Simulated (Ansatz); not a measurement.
Ag₂S, 3 atoms. Hardware: 4 threads of Arm Neoverse V2 on a shared host.

In the def2 sets Ag takes a core potential; there is no spin–orbit coupling. Correlated methods freeze 5 core orbitals; core or outer-core shells of Ag are correlated, in sets that lack core-valence functions.

Question: How many basis functions does each of these Ansatz runs have, and roughly what does it cost? MP2/def2-TZVP, charge 0 singlet, energy, from earlier orbitals; PBE-D4/def2-TZVPD, charge -1 doublet at the geometry of the charge 0 singlet, energy, from earlier orbitals; HSE06-D4/def2-TZVP, charge 0 quintet, energy, from earlier orbitals; CCSD(T)/def2-TZVPP, charge 0 singlet, energy, from earlier orbitals; CAM-B3LYP-D4/def2-TZVP, charge 0 singlet, energy, from earlier orbitals; PBE with 5 % exact exchange/def2-TZVP, charge 0 triplet, energy, from earlier orbitals; PBE-D4/def2-TZVP, charge 0 unrestricted singlet, energy, from earlier orbitals; PBE with 15 % exact exchange/def2-TZVP, charge 0 triplet, energy, from earlier orbitals; PBE with 50 % exact exchange/def2-TZVP, charge 0 quintet, energy, from earlier orbitals; PBE with 35 % exact exchange/def2-TZVP, charge 0 triplet, energy, from earlier orbitals; revPBE-D4/def2-TZVP, charge 0 quintet, energy, from earlier orbitals; B3LYP-D4/def2-TZVP, charge 0 triplet, energy, from earlier orbitals.

Answer: Other jobs shared the machine, so times can vary by a factor of up to 3. A dash marks memory too small to be measured apart from the calling script's.

| run | functions | fitting or Cholesky vectors | wall time | peak host memory (GiB) |
| --- | --- | --- | --- | --- |
| MP2/def2-TZVP, charge 0 singlet, energy, from earlier orbitals | 117 | 993 | 0.65 s | – |
| CAM-B3LYP-D4/def2-TZVP, charge 0 singlet, energy, from earlier orbitals | 117 | 987 | 1.1 s | – |
| PBE-D4/def2-TZVP, charge 0 unrestricted singlet, energy, from earlier orbitals | 117 | 967 | 1.3 s | – |
| revPBE-D4/def2-TZVP, charge 0 quintet, energy, from earlier orbitals | 117 | 967 | 1.4 s | – |
| PBE-D4/def2-TZVPD, charge -1 doublet at the geometry of the charge 0 singlet, energy, from earlier orbitals | 126 | 999 | 1.6 s | – |
| PBE with 15 % exact exchange/def2-TZVP, charge 0 triplet, energy, from earlier orbitals | 117 | 970 | 1.7 s | – |
| PBE with 5 % exact exchange/def2-TZVP, charge 0 triplet, energy, from earlier orbitals | 117 | 967 | 1.7 s | – |
| B3LYP-D4/def2-TZVP, charge 0 triplet, energy, from earlier orbitals | 117 | 987 | 1.9 s | – |
| HSE06-D4/def2-TZVP, charge 0 quintet, energy, from earlier orbitals | 117 | 1043 | 2.1 s | – |
| PBE with 35 % exact exchange/def2-TZVP, charge 0 triplet, energy, from earlier orbitals | 117 | 993 | 2.7 s | – |
| PBE with 50 % exact exchange/def2-TZVP, charge 0 quintet, energy, from earlier orbitals | 117 | 993 | 3.1 s | – |
| CCSD(T)/def2-TZVPP, charge 0 singlet, energy, from earlier orbitals | 154 | 1037 | 16 s | 1.1 |
